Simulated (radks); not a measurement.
Valence configurations of F+ (all share [He]). Calculated with a radial shooting solver on a logarithmic mesh with Libxc functionals: scalar-relativistic Kohn-Sham, PBE, spin-polarised, spherical densities, finite nucleus; open shells are filled with parallel spins first; Fermi nuclear charge, rms radius 2.8976 fm. Energies are relative to 2s2 2p4; eigenvalues in eV for spin up.

valence      E (eV)  moment (Bohr magnetons)    e(2p)    e(2s)
2s2 2p4       0.000                        2  -29.906  -48.970
2p6          40.213                        0  -28.569        -
2s1 2p5      18.998                        2  -30.135  -49.375
2s1.5 2p4.5   9.513                        2  -30.021  -49.173
2s0.5 2p5.5  30.116                        1  -29.425  -48.638

NIST lists [He] 2s2 2p4 as the ground configuration; this level of theory agrees among the configurations tried. The energies are those of spherical high-spin densities, not of single terms.
